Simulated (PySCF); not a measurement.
UHF on Zn (zinc, neutral)

Configuration: [Ar] 3d10 4s2, closed-shell 1S. Computed with PySCF 2.14 in def2-TZVP (6s5p4d1f, 48 functions), with no relativity, point nucleus.

```
Total energy                                     : -1777.807066 hartree
One-electron energy                              : -2483.9752 hartree
Hartree (Coulomb) energy                         : 775.8040 hartree
Exchange energy                                  : -69.6359 hartree
Kinetic energy                                   : 1777.75362 hartree
⟨S²⟩                                             : 0.0000
⟨L²⟩                                             : 0.000
Sum of ⟨r⟩                                       : 22.00 bohr
Sum of ⟨r²⟩                                      : 34.90 bohr²
Density at the nucleus (Gaussians lack the cusp) : 18000 bohr⁻³
Langevin diamagnetic susceptibility              : -27.6 ×10⁻⁶ cm³/mol
Time after the integrals                         : 0.19 s of wall time on 1 thread of Neoverse-N1 (shared host)
```

```json
{"shell": "1s", "electrons": "2", "mean orbital energy (eV)": "-9613.9", "rms radius, mean of both spins (bohr)": "0.0591"}
{"shell": "2s", "electrons": "2", "mean orbital energy (eV)": "-1207.2", "rms radius, mean of both spins (bohr)": "0.248"}
{"shell": "2p", "electrons": "6", "mean orbital energy (eV)": "-1059.3", "rms radius, mean of both spins (bohr)": "0.221"}
{"shell": "3s", "electrons": "2", "mean orbital energy (eV)": "-153.45", "rms radius, mean of both spins (bohr)": "0.742"}
{"shell": "3p", "electrons": "6", "mean orbital energy (eV)": "-104.52", "rms radius, mean of both spins (bohr)": "0.782"}
{"shell": "3d", "electrons": "10", "mean orbital energy (eV)": "-21.298", "rms radius, mean of both spins (bohr)": "1.00"}
{"shell": "4s", "electrons": "2", "mean orbital energy (eV)": "-7.966", "rms radius, mean of both spins (bohr)": "3.13"}
```
